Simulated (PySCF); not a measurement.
A GIAO shielding run with PySCF (density fitting, non-relativistic, gas phase) on `FC(F)(F)c1ccnn1C1CC1`, C$_{7}$H$_{7}$F$_{3}$N$_{2}$:

```
$ OMP_NUM_THREADS=1 python probes_run.py task.json out

{"job": {"kind": "nmr", "xc": "PBE0", "basis": "pcSseg-1"}, "charge": 0, "multiplicity": 1}
F     -1.130114    -2.167212    -1.109380
C     -1.735091    -1.527045    -0.087152
F     -1.409803    -2.232289     1.018413
F     -3.050250    -1.679809    -0.262491
C     -1.350497    -0.098429     0.006161
C     -2.147791     1.031900    -0.018380
C     -1.241156     2.088651     0.098108
N     -0.002900     1.640306     0.186709
N     -0.066697     0.323246     0.136518
C      1.108330    -0.477878     0.179747
C      2.215666    -0.168236    -0.789882
C      2.376031     0.159191     0.660516
H     -3.213036     1.071195    -0.107401
H     -1.438264     3.140791     0.121198
H      0.905634    -1.509383     0.431602
H      2.765262    -0.996676    -1.207894
H      2.051431     0.651256    -1.471721
H      2.310410     1.196917     0.945317
H      3.043030    -0.437247     1.262550
```

Hardware: 1 thread of an Arm Neoverse V2, shared host. The job also computes population analyses, field gradients, ring-centre shieldings.

**Question.** How large is the calculation?

**Answer.** 90 electrons, 239 basis functions and 1226 auxiliary functions.

**Question.** How long does it take, and how much memory does it need?

**Answer.** 48 s of wall time, with 14 SCF cycles and 5 response iterations; peak memory 1.1 GiB. Times on a shared host scatter by some tens of per cent.
